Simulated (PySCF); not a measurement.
# Radial density of Tl (thallium, neutral)

MN15, [Xe] 4f14 5d10 6s2 7s1, 2S determinant (an excited configuration). Calculation: PySCF 2.14, in aug-cc-pVTZ-DK3; scalar relativity by spin-free X2C-1e.

```json
{"r (bohr)": "0.0161", "4πr²ρ (e/bohr)": "103.9", "4πr²(ρα − ρβ)": "0.0000"}
{"r (bohr)": "0.0271", "4πr²ρ (e/bohr)": "107.7", "4πr²(ρα − ρβ)": "0.0003"}
{"r (bohr)": "0.0456", "4πr²ρ (e/bohr)": "151.3", "4πr²(ρα − ρβ)": "0.0012"}
{"r (bohr)": "0.0766", "4πr²ρ (e/bohr)": "124.3", "4πr²(ρα − ρβ)": "-0.0006"}
{"r (bohr)": "0.129", "4πr²ρ (e/bohr)": "140.6", "4πr²(ρα − ρβ)": "0.0021"}
{"r (bohr)": "0.217", "4πr²ρ (e/bohr)": "89.61", "4πr²(ρα − ρβ)": "0.0002"}
{"r (bohr)": "0.365", "4πr²ρ (e/bohr)": "95.09", "4πr²(ρα − ρβ)": "0.0016"}
{"r (bohr)": "0.614", "4πr²ρ (e/bohr)": "37.99", "4πr²(ρα − ρβ)": "0.0088"}
{"r (bohr)": "1.03", "4πr²ρ (e/bohr)": "20.41", "4πr²(ρα − ρβ)": "-0.0057"}
{"r (bohr)": "1.74", "4πr²ρ (e/bohr)": "6.309", "4πr²(ρα − ρβ)": "0.0364"}
{"r (bohr)": "2.92", "4πr²ρ (e/bohr)": "1.030", "4πr²(ρα − ρβ)": "-0.0012"}
{"r (bohr)": "4.91", "4πr²ρ (e/bohr)": "0.1947", "4πr²(ρα − ρβ)": "0.1483"}
{"r (bohr)": "8.26", "4πr²ρ (e/bohr)": "0.1337", "4πr²(ρα − ρβ)": "0.1337"}
{"r (bohr)": "13.9", "4πr²ρ (e/bohr)": "0.002911", "4πr²(ρα − ρβ)": "0.0029"}
```

Densities and radii are taken from the X2C orbitals without a picture-change correction, which distorts them close to the nucleus.

Spin-orbit coupling, which splits the p, d and f shells strongly at this Z, is absent. The outer electron is Rydberg-like, and this basis confines it to a smaller radius and binds it less than a complete one would.

(1) Where is the radial spin density 4πr²(ρα − ρβ) most negative, and why is it negative at all?

## Answers

(1) Around r = 1.03 bohr, down to -0.0057 e/bohr: exchange with the open shell polarises the paired shells in an unrestricted calculation.
